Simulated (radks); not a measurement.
Values are calculated unless marked as measured or tabulated.
Cl+, configuration [Ne] 3s2 3p4. Level of theory: Dirac Kohn-Sham, PBE, spin-unpolarised, spherical densities, point nucleus; open shells fill j = l - 1/2 first (a radial shooting solver on a logarithmic mesh with Libxc functionals).

Normalised radial functions P(r) = r R(r) (large component), r in bohr:

r,2s1/2
0.002958,0.1102
0.00424,0.1540
0.006078,0.2133
0.008781,0.2930
0.01259,0.3914
0.01804,0.5068
0.02586,0.6260
0.03706,0.7185
0.05355,0.7273
0.07676,0.5723
0.11,0.1826
0.1577,-0.4372
0.226,-1.1202
0.324,-1.5404
0.4681,-1.4230
0.6709,-0.8775
0.9616,-0.3331
1.378,-0.0677
1.976,-0.0058
2.854,-0.0001
4.091,0.0000
5.864,0.0000

2s1/2: eigenvalue -265.46 eV, 1 radial node at r = 0.124 bohr, <r> = 0.444 bohr, 90 % of the charge inside 0.694 bohr.
